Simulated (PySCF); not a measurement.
Compound: C₅H₁₀F₃PSe.
Cartesian coordinates in Å at the PBE0-D3(BJ)/def2-SVP level; atoms count from 1:
```
atom  x, y, z in Å
C1     2.938   -0.513   -0.100
C2     1.480   -0.829    0.195
C3     0.589    0.402    0.086
P4    -1.142    0.123    0.605
C5    -1.989    1.715    0.383
Se6   -1.446   -0.847    2.423
C7    -1.854   -0.827   -0.873
F8    -1.373   -2.062   -0.941
F9    -3.179   -0.893   -0.789
F10   -1.550   -0.203   -2.023
H11    3.069   -0.114   -1.119
H12    3.334    0.237    0.603
H13    3.561   -1.415   -0.012
H14    1.374   -1.247    1.209
H15    1.116   -1.608   -0.493
H16    0.567    0.807   -0.940
H17    0.956    1.206    0.749
H18   -1.602    2.421    1.130
H19   -1.833    2.107   -0.633
H20   -3.061    1.556    0.567
```

Method used: PySCF 2.14.0, density-fitted response routines, TDDFT wB97X-D/def2-SVPD, vertical, gas phase, core orbitals frozen in the response. The wB97X-D/def2-SVPD calculation is non-relativistic and has no spin–orbit coupling, an omission that weighs most on selenium.

Ground-to-excited transition dipoles (e·a0, same axes as the geometry; the sign carries no meaning), for the states with f of 0.002 or more among the lowest 7:

```csv
state,E (hartree),μx,μy,μz
S1,0.1913,-0.310,0.189,0.050
S2,0.1950,0.203,0.251,0.177
S3,0.2061,-0.181,0.120,-0.018
S4,0.2184,0.028,-0.110,0.275
S5,0.2260,-0.114,0.111,-0.018
S6,0.2360,0.603,-0.277,-0.207
S7,0.2398,0.419,0.618,0.078
```

**Question.** What oscillator strength does each state have?

**Answer.** f = (2/3) ΔE |μ|² with ΔE in hartree (27.2114 eV).

| state | \|μ\|² (au) | \|μ\| (D) | f |
| --- | --- | --- | --- |
| S1 | 0.134 | 0.93 | 0.017 |
| S2 | 0.136 | 0.94 | 0.018 |
| S3 | 0.048 | 0.55 | 0.007 |
| S4 | 0.089 | 0.76 | 0.013 |
| S5 | 0.026 | 0.41 | 0.004 |
| S6 | 0.483 | 1.77 | 0.076 |
| S7 | 0.564 | 1.91 | 0.090 |

**Question.** What angle do the transition dipoles of S4 and S7 make?

**Answer.** |cos θ| = |μa·μb| / (|μa| |μb|) = 0.15, so θ ≈ 81° (taken between 0 and 90°, since the signs are arbitrary).

**Question.** How is the summed strength of these states shared among x, y and z?

**Answer.** (2/3) Σ ΔE μα² gives 0.109 for x, 0.092 for y and 0.023 for z, 0.224 in all.

All these states lie below the vertical ionisation energy of 8.36 eV (ΔSCF).

One conformer stands for the species.
